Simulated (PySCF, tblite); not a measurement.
Compound: C4H11BClP.
SMILES: `CCC([B@H-](Cl)[PH3+])=C`

Jobs on this species (18 atoms, 72 electrons) with PySCF (density fitting) and tblite. Hardware of each: one thread of an Arm Neoverse V2, no GPU, on a shared host. Other jobs ran on the host; a repeat could differ by tens of per cent or more.

Question: Rank these jobs by wall time, shortest first.
A. PBE0/pcSseg-1; shieldings, charges and field gradients, density and orbital grids written; 188 basis functions
B. CAM-B3LYP/def2-SVPD; 8 singlets by full TDDFT, 3 Tamm–Dancoff triplets, polarisability; 239 basis functions
C. GFN2-xTB; Hessian by finite differences
D. GFN2-xTB; L-BFGS relaxation

Answer: C (0.57 s), D (1.0 s), A (30 s), B (49 s).

All jobs:

```tsv
level and settings	work	basis functions	SCF cycles	wall time
GFN2-xTB	Hessian by finite differences	–	–	0.57 s
GFN2-xTB	L-BFGS relaxation	–	–	1.0 s
PBE0/pcSseg-1	shieldings, charges and field gradients, density and orbital grids written	188	13	30 s
CAM-B3LYP/def2-SVPD	8 singlets by full TDDFT, 3 Tamm–Dancoff triplets, polarisability	239	12	49 s
```

Q: What do all jobs in the table cost together?

A: About 81 s; the longest takes about 61 % of that, and about 86 times as long as the shortest.
